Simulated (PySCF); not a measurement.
H₂I₂OSi, SMILES O[SiH](I)I.

Coordinates come from a PBE-D3(BJ)/def2-SVP optimisation. The structure was generated by enumeration, and PubChem lists no compound with its InChIKey, so it may never have been made. The def2 effective core potentials stand for the cores of I; spin–orbit coupling is left out. Other conformers were not sampled.

Two levels are set side by side: TDA-PBE/def2-SVPD (PySCF) and TDA-M06-2X/def2-SVPD (PySCF). Vertical, same geometry. The lowest singlet is HOMO→LUMO 91 % with PBE and HOMO→LUMO 90 % with the other functional; states are paired by order. Differences are taken from unrounded values.

| quantity | TDA-M06-2X |
|---|---|
| lowest singlet excitation (eV) | 5.02 |
| lowest triplet excitation (TDA) (eV) | 4.57 |

### Question
What does TDA-PBE give, and how far is it from TDA-M06-2X? (An estimate is asked for; the answer gives what the named calculation found.)

### Answer

| quantity | TDA-PBE | TDA-PBE minus TDA-M06-2X |
|---|---|---|
| lowest singlet excitation (eV) | 4.37 | -0.65 |
| lowest triplet excitation (TDA) (eV) | 3.95 | -0.62 |

Functionals without exact exchange tend to place singlet excitations lower, as here. Differences between two approximate levels are no errors against the true value.

Rough cost on one machine, each run with all the roots and properties that it gave: TDA-M06-2X against TDA-PBE about 7 times.
